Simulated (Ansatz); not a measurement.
A run for Ansatz (an electronic-structure program): R-CCSD(T)/aug-cc-pV(Q+d)Z on CCl+, 2S+1 = 1, a spin state set in the input, which need not be the lowest, a point of a bond scan (R = 1.541 Å). Charge +1. Files ending in .json are basis or fitting sets from the Basis Set Exchange.

Ansatz 0.2 input:
```yaml
crystal:
  periodic: [false, false, false]
  atoms:
    - {symbol: C, position_ang: [0.00000000, 0.00000000, 0.00000000]}
    - {symbol: Cl, position_ang: [0.00000000, 0.00000000, 1.54110000]}
basis:
  gaussian:
    orbitals: aug-cc-pV_Q+d_Z.json
    pivot_positions_ang: [[0.00000000, 0.00000000, 0.00000000], [0.00000000, 0.00000000, 1.54110000]]
total_charge: 1
magnetization: {spin_polarized: false}
correlation: {method: ccsd_t, electrons: outside_noble_gas}
output: {orbitals: {seedname: ./end}}
```

The head of its log:

```
WARN ansatz: RAYON_NUM_THREADS=2 ignored (pool sized by the plan → 2); use --threads N
Functional definition: HF
integrals: 0.50 GiB planned
1134 factors; integrals over basis functions are off by at most 3.4e-4 eV
mean field: 0.50 GiB planned
mean field evaluation 1: about -13521.8166 eV, gradient 1.6e1 eV
mean field evaluation 2: about -13521.8166 eV, gradient 1.6e1 eV
mean field evaluation 4: about -13522.5083 eV, gradient 2.6e0 eV
mean field evaluation 8: about -13522.5446 eV, gradient 6.0e-2 eV
mean field evaluation 16: about -13522.5371 eV, gradient 8.9e-1 eV
mean field -13522.54462780 eV, -496.9443491615 hartree, gradient 9.4e-7 eV, S^2 0.000000; 0 other end points of the search recorded, 0 dependent functions left out
6 core orbitals not correlated
reference -13522.54462780 eV, -496.9443491615 hartree; 5, 5 occupied and 158, 158 virtual orbitals, 1134 factors
```

Q: Give the final energy of this run.

A: -497.3118 hartree (reference determinant -496.9443, T1 diagnostic 0.026).
